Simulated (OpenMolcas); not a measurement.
# Au3+: effect of the metal basis

Au3+ with its 8 nearest fluoride ions at 2.316 Å, on the Ca site of CaF2 (a = 5.46294 Å, distance in the model lattice 2.366 Å). The rest of the host is ab initio model potentials to 7.6 Å and point charges beyond; the distance is set by hand and nothing relaxes, and no local charge compensation is placed.

| Quantity | Value |
| --- | --- |
| Program | OpenMolcas |
| Method | CASSCF |
| Spin-orbit coupling | RASSI with atomic mean-field integrals over the reference wave functions |

Fixed: ligand basis ANO-RCC-VDZP, active space 8 electrons in 5 orbitals (5d), DKH2 Hamiltonian.

States (labels of O, the rotations of Oh). Energies in cm-1 above the lowest state or level, χT in cm3 K/mol; under a threefold ground state the first gap can be a small split of the lowest multiplet, not the spin-orbit step; 10Dq and B are least-squares fits to the states below 45000 cm-1, weighted by degeneracy, with a free offset, and given where the rms deviation is under 5 % of |10Dq| (or 100 cm-1) and under 700 cm-1; 10Dq is negative for this site.

```
Run   Metal basis  Ground state  First state of that spin    10Dq  B (rms of fit)  First gap with spin-orbit (degeneracies)  χT at 300 K  First state of another spin                     Cost
  A  ANO-RCC-VDZP           3T1                  3T2 9989  -11503       732 (508)                               2093 (1, 3)        0.582                      1E 9842  roughly 40 core-seconds
  B  ANO-RCC-VTZP           3T1                  3T2 9403  -10975       762 (390)                               2002 (1, 3)        0.630                     1E 10531  roughly 50 core-seconds
```

Against A, |10Dq| changes by -4.6 % in B.

Costs are those of the RASSCF and RASSI steps.

Without dynamic correlation the repulsion within the d shell is too large (B by tens of per cent), so at a given field states of lower spin stand too high. Real 4d8 and 5d8 ions are as a rule square planar and diamagnetic. With metal d orbitals alone the field can be off either way by tens of per cent. Ligand-to-metal charge-transfer states are missing. With no ligand orbital active B as a rule stays too high, so bands that hang on it stand too high and its fall with covalency is understated. The least metal-like active orbital is 81 % on the metal (Löwdin) and no ligand orbital is active, so the numbers are rough (holds for A). The least metal-like active orbital is 83 % on the metal (Löwdin) and no ligand orbital is active, so the numbers are rough (holds for B). No measured value stands beside these numbers; the geometry was set by hand and not optimised.
